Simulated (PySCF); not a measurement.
## Structure from 2D NMR

Compound of formula C$_{8}$H$_{9}$N$_{3}$. Correlations simulated from computed shifts and the bond graph:

HSQC (one-bond C–H):
```tsv
δH	δC
9.79	154.4
9.54	155.7
3.36	35.4
1.38	25.5
```

COSY cross peaks (H two or three bonds apart, from the bond graph; peaks can be absent where the dihedral angle is near 90°):
```tsv
δH	δH
3.36	1.38
```

HMBC (two and three bonds, from the bond graph):
```tsv
δH	δC
9.79	155.0, 114.5, 35.4
9.54	155.0, 121.0, 114.5
3.36	155.0, 154.4, 114.5, 25.5
1.38	155.0, 35.4, 25.5
```

Carbons without hydrogens: δ 155.0, 121.0, 114.5.

Level of theory: GFN2-xTB structure, GIAO PBE0/pcSseg-1 shieldings, in PySCF 2.14.0 with density-fitted response routines (one conformer, non-relativistic Hamiltonian, fast rotation and ring inversion assumed for equivalent nuclei, no solvent).

Scale: 1H (σ = 31.72 ppm), 13C (σ = 186.93 ppm) against TMS (reference shieldings calculated alike).

Exchangeable hydrogens are left out of these lists.

Q: Work out the connectivity.

A: `InChI=1S/C8H9N3/c1-6(2)8-5-11-10-4-7(8)3-9/h4-6H,1-2H3`.

Atom-mapped SMILES (the numbers label the heavy atoms): `[CH3:1][CH:2]([CH3:3])[c:4]1[cH:5][n:6][n:7][cH:8][c:9]1[C:10]#[N:11]` (H(Xn): hydrogen on atom n).

- δC 155.7 is C8, an aromatic CH next to a ring nitrogen (δH 9.54).
- δC 155.0 is C4, a substituted aromatic carbon.
- δC 154.4 is C5, an aromatic CH next to a ring nitrogen (δH 9.79).
- δC 121.0 is C10, a nitrile carbon.
- δC 114.5 is C9, a substituted aromatic carbon.
- δC 35.4 is C2, an sp3 CH on an aromatic ring (δH 3.36).
- δC 25.5 is C1/C3, a methyl carbon (δH 1.38).
- HMBC from δH 9.79 reaches the proton-free carbons C4, C9.
- HMBC from δH 9.54 reaches the proton-free carbons C4, C10, C9.
- HMBC from δH 3.36 reaches the proton-free carbons C4, C9.
- HMBC from δH 1.38 reaches the proton-free carbon C4.
- COSY links 3.36–1.38.

The data come from this structure; uniqueness wasn't tested.

Shifts are as computed. Against solution values, carbons near 30 ppm lie about +3 ppm off and those near 130 ppm about +5 ppm. Of 1211 compounds with measured shifts, 218 miss one by over three times the rms of a fit or turn the order of signals round; such compounds aren't used in these exercises.
